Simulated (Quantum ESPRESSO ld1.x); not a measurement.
Problem. The mean radii <r> (bohr) of the occupied orbitals of an atom or ion are listed with their occupations. All-electron calculation, scalar-relativistic Kohn-Sham, PBEsol, spin-unpolarised, spherical densities, point nucleus. Program: ld1.x of Quantum ESPRESSO 7.5.

orbital  occ.      <r>
1s          2  0.06325
2s          1   0.2696
2p          2   0.2323
3d          1   0.5327

Name the element and its charge.

Solution. Z = 24, chromium, charge +18: Cr18+ in [He] 2s1 2p2 3d1. The 1s radius gives Z: for a bare nucleus <r> = (2 gamma + 1)/(2Z) with gamma = sqrt(1 - (Z/c)^2), 0.06186 bohr for Z = 24, and screening makes it slightly larger (0.06325 here). The occupations add up to 6, and the charge is Z minus that.
